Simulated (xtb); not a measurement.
A run for xtb: GFN2-xTB on H4OSi (SMILES O[SiH3]).

```
$ xtb mol.xyz --gfn 2 --sp --chrg 0 --uhf 0
6

O     -0.59876268    -0.25367282     2.77268860
Si    -0.28560654     0.22117594     4.30184043
H     -1.46504848    -0.53200895     2.48594503
H     -1.09076451     1.39910459     4.62554414
H      1.13743725     0.50927562     4.23808677
H     -0.60487857    -0.86642430     5.22673706
```

The log:

```
[...]
           -------------------------------------------------
          |                Calculation Setup                |
           -------------------------------------------------



           -------------------------------------------------
          |                 G F N 2 - x T B                 |
           -------------------------------------------------

        Reference                      10.1021/acs.jctc.8b01176
      * Hamiltonian:
        H0-scaling (s, p, d)           1.850000    2.230000    2.230000
        zeta-weighting                 0.500000
      * Dispersion:
        s8                             2.700000
        a1                             0.520000
        a2                             5.000000
        s9                             5.000000
      * Repulsion:
        kExp                           1.500000    1.000000
        rExp                           1.000000
      * Coulomb:
        alpha                          2.000000
        third order                    shell-resolved
        anisotropic                    true
        a3                             3.000000
        a5                             4.000000
        cn-shift                       1.200000
        cn-exp                         4.000000
        max-rad                        5.000000


          ...................................................
          :                      SETUP                      :
          :.................................................:
          :  # basis functions                  18          :
          :  # atomic orbitals                  17          :
          :  # shells                            9          :
          :  # electrons                        14          :
          :  max. iterations                   250          :
          :  Hamiltonian                  GFN2-xTB          :
          :  restarted?                      false          :
          :  GBSA solvation                  false          :
          :  PC potential                    false          :
          :  electronic temp.          300.0000000     K    :
          :  accuracy                    1.0000000          :
          :  -> integral cutoff          0.2500000E+02      :
          :  -> integral neglect         0.1000000E-07      :
          :  -> SCF convergence          0.1000000E-05 Eh   :
          :  -> wf. convergence          0.1000000E-03 e    :
          :  Broyden damping             0.4000000          :
          :  net charge                          0          :
          :  unpaired electrons                  0          :
          ...................................................

 iter      E             dE          RMSdq      gap      omega  full diag
   1     -7.8911456 -0.789115E+01  0.662E+00    7.62       0.0  T
   2     -7.9388323 -0.476867E-01  0.297E+00    6.65       1.0  T
   3     -7.9414055 -0.257328E-02  0.211E+00    6.69       1.0  T
   4     -7.9418239 -0.418322E-03  0.147E+00    6.65       1.0  T
   5     -7.9415452  0.278668E-03  0.445E-01    6.76       1.0  T
   6     -7.9419240 -0.378757E-03  0.117E-01    6.69       1.0  T
   7     -7.9419207  0.323394E-05  0.504E-02    6.70       1.0  T
   8     -7.9419255 -0.479711E-05  0.104E-02    6.70       3.9  T
   9     -7.9419257 -0.168011E-06  0.252E-03    6.70      16.2  T
  10     -7.9419257 -0.328578E-08  0.126E-03    6.70      32.3  T
  11     -7.9419257 -0.344716E-08  0.150E-04    6.70     272.4  T
  12     -7.9419257 -0.213847E-10  0.388E-05    6.70    1053.5  T

   *** convergence criteria satisfied after 12 iterations ***

         #    Occupation            Energy/Eh            Energy/eV
      -------------------------------------------------------------
         1        2.0000           -0.7480237             -20.3548
         2        2.0000           -0.6484967             -17.6465
         3        2.0000           -0.5476908             -14.9034
         4        2.0000           -0.4783910             -13.0177
         5        2.0000           -0.4747619             -12.9189
         6        2.0000           -0.4171627             -11.3516
         7        2.0000           -0.4132227             -11.2444 (HOMO)
         8                         -0.1671618              -4.5487 (LUMO)
         9                         -0.1561325              -4.2486
        10                         -0.1493225              -4.0633
        11                         -0.0189597              -0.5159
        12                         -0.0079780              -0.2171
       ...                                ...                  ...
        17                          0.7738374              21.0572
      -------------------------------------------------------------
                  HL-Gap            0.2460609 Eh            6.6957 eV
             Fermi-level           -0.2901923 Eh           -7.8965 eV

 SCC (total)                   0 d,  0 h,  0 min,  0.004 sec
 SCC setup                      ...        0 min,  0.000 sec (  2.558%)
 Dispersion                     ...        0 min,  0.000 sec (  1.387%)
 classical contributions        ...        0 min,  0.000 sec (  0.561%)
 integral evaluation            ...        0 min,  0.000 sec (  9.186%)
 iterations                     ...        0 min,  0.003 sec ( 69.572%)
 molecular gradient             ...        0 min,  0.001 sec ( 13.241%)
 printout                       ...        0 min,  0.000 sec (  3.252%)

         :::::::::::::::::::::::::::::::::::::::::::::::::::::
         ::                     SUMMARY                     ::
         :::::::::::::::::::::::::::::::::::::::::::::::::::::
         :: total energy              -7.882844508964 Eh    ::
         :: gradient norm              0.005762153450 Eh/a0 ::
         :: HOMO-LUMO gap              6.695656796641 eV    ::
         ::.................................................::
         :: SCC energy                -7.941925517047 Eh    ::
         :: -> isotropic ES            0.035671546338 Eh    ::
         :: -> anisotropic ES          0.003476363145 Eh    ::
         :: -> anisotropic XC          0.001675314331 Eh    ::
         :: -> dispersion             -0.002025788459 Eh    ::
         :: repulsion energy           0.059081008083 Eh    ::
         :: add. restraining           0.000000000000 Eh    ::
         :: total charge              -0.000000000000 e     ::
         :::::::::::::::::::::::::::::::::::::::::::::::::::::

           -------------------------------------------------
          |                Property Printout                |
           -------------------------------------------------

    * Orbital Energies and Occupations

         #    Occupation            Energy/Eh            Energy/eV
      -------------------------------------------------------------
         1        2.0000           -0.7480237             -20.3548
         2        2.0000           -0.6484967             -17.6465
         3        2.0000           -0.5476908             -14.9034
         4        2.0000           -0.4783910             -13.0177
         5        2.0000           -0.4747619             -12.9189
         6        2.0000           -0.4171627             -11.3516
         7        2.0000           -0.4132227             -11.2444 (HOMO)
         8                         -0.1671618              -4.5487 (LUMO)
         9                         -0.1561325              -4.2486
        10                         -0.1493225              -4.0633
        11                         -0.0189597              -0.5159
        12                         -0.0079780              -0.2171
        13                          0.1416320               3.8540
        14                          0.4745449              12.9130
Note: The following floating-point exceptions are signalling: IEEE_DENORMAL
normal termination of xtb
        15                          0.6890693              18.7505
        16                          0.6898343              18.7713
        17                          0.7738374              21.0572
      -------------------------------------------------------------
                  HL-Gap            0.2460609 Eh            6.6957 eV
             Fermi-level           -0.2901923 Eh           -7.8965 eV

     #   Z          covCN         q      C6AA      α(0)
     1   8 O        1.576    -0.483    22.571     6.411
     2  14 Si       3.530     0.496    99.685    19.263
     3   1 H        0.808     0.294     0.739     1.350
     4   1 H        0.918    -0.108     5.868     3.788
     5   1 H        0.921    -0.090     5.214     3.571
     6   1 H        0.918    -0.109     5.885     3.794

 Mol. C6AA /au·bohr⁶  :        505.139003
 Mol. C8AA /au·bohr⁸  :      17468.489232
 Mol. α(0) /au        :         38.177504


Wiberg/Mayer (AO) data.
largest (>0.10) Wiberg bond orders for each atom

 ---------------------------------------------------------------------------
     #   Z sym  total        # sym  WBO       # sym  WBO       # sym  WBO
 ---------------------------------------------------------------------------
     1   8 O    2.168 --     2 Si   1.185     3 H    0.894
     2  14 Si   3.886 --     1 O    1.185     5 H    0.899     6 H    0.893
                             4 H    0.893
     3   1 H    0.914 --     1 O    0.894
     4   1 H    0.988 --     2 Si   0.893
     5   1 H    0.992 --     2 Si   0.899
     6   1 H    0.988 --     2 Si   0.893
 ---------------------------------------------------------------------------

Topologies differ in total number of bonds
Writing topology from bond orders to xtbtopo.mol

molecular dipole:
                 x           y           z       tot (Debye)
 q only:       -0.380      -0.052       0.141
   full:       -0.525      -0.112       0.036       1.367
molecular quadrupole (traceless):
                xx          xy          yy          xz          yz          zz
 q only:        0.521       0.968      -1.911      -2.245       0.109       1.390
  q+dip:        2.356       1.130      -0.944      -3.630      -0.961      -1.411
   full:        2.280       1.432      -1.328      -2.922      -0.538      -0.951


           -------------------------------------------------
          | TOTAL ENERGY               -7.882844508964 Eh   |
          | GRADIENT NORM               0.005762153450 Eh/α |
          | HOMO-LUMO GAP               6.695656796641 eV   |
           -------------------------------------------------

------------------------------------------------------------------------
------------------------------------------------------------------------
 total:
 SCF:
```

The run finished.

Cost: very roughly 0.04 core-seconds.
